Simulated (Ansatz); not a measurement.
Basis-set extrapolation for C2H8AlNS (PBE0-D4/def2-TZVP geometry, frozen core, the Gaussian-basis code of Ansatz). Multiplicity 1, RHF reference.

```json
{"": "HF", "def2-TZVPP": "-774.339065", "def2-QZVPP": "-774.364023"}
{"": "MP2 correlation", "def2-TZVPP": "-0.830722", "def2-QZVPP": "-0.890479"}
{"": "CCSD(T) correlation", "def2-TZVPP": "-0.923305", "def2-QZVPP": "not run"}
```

Energies in hartree. Use E(X) = E(∞) + A·exp(−7.88·√X) for Hartree–Fock and E(X) = E(∞) + B·X^(−2.97) for correlation, with X = 3 and 4, and add CCSD(T) minus MP2 of the smaller set to the MP2 limit.

Task: What is the CCSD(T) energy at the basis-set limit?

Result: HF limit: -774.364023 + (-0.024958) × 0.13774 = -774.36746. MP2 limit: -0.890479 + (-0.059757) × 0.74074 = -0.93474. Higher-order term: -0.923305 − (-0.830722) = -0.09258. Total: -775.39478 hartree, 347.6 kJ/mol below CCSD(T)/def2-TZVPP.
